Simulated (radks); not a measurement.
Results of a calculation; reference values are marked as such.
Species: the palladium ion Pd3+. Configuration: [Kr] 4d6.5 5s0.5 (fractional occupations, a model configuration).

Code: a radial shooting solver on a logarithmic mesh with Libxc functionals. Model: scalar-relativistic Kohn-Sham, SCAN, spin-unpolarised, spherical densities, finite nucleus; meta-GGA in the generalised Kohn-Sham scheme; Fermi nuclear charge, rms radius 4.5318 fm.

Energy parts (hartree):
part                        energy
total                  -5044.25652
kinetic                 5232.43115
electron-nucleus      -12119.80439
Hartree                 1986.35849
exchange-correlation    -143.24176

Orbitals (lengths in bohr, moments of r in powers of bohr; r(90%) holds 90 % of the orbital's charge):
\begin{tabular}{lrrrrrr}
orbital & occ. & eigenvalue (hartree) & <r> & <1/r> & <r^4> & r(90%) \\ \hline
1s & 2 & -891.4968 & 0.03186 & 48.23 & 4.892e-06 & 0.0571 \\
2s & 2 & -132.1305 & 0.1382 & 10.96 & 0.0008744 & 0.214 \\
2p & 6 & -118.5059 & 0.1206 & 10.58 & 0.0006284 & 0.196 \\
3s & 2 & -25.39836 & 0.3783 & 3.840 & 0.04116 & 0.557 \\
3p & 6 & -20.87789 & 0.3780 & 3.652 & 0.04446 & 0.569 \\
3d & 10 & -13.73482 & 0.3575 & 3.419 & 0.04384 & 0.566 \\
4s & 2 & -4.83518 & 0.9380 & 1.461 & 1.471 & 1.36 \\
4p & 6 & -3.52119 & 1.021 & 1.322 & 2.182 & 1.50 \\
4d & 6.5 & -1.61531 & 1.285 & 1.030 & 6.645 & 1.98 \\
5s & 0.5 & -1.13977 & 2.369 & 0.5461 & 57.16 & 3.40 \\
\end{tabular}

The highest occupied level is 5s at -31.015 eV. Summed over all electrons, <r^2> = 27.89 bohr^2, which gives a Langevin (diamagnetic) susceptibility term of -22.1 x 10^-6 cm^3/mol. The density falls to 0.001 e/bohr^3 at r = 3.37 bohr.
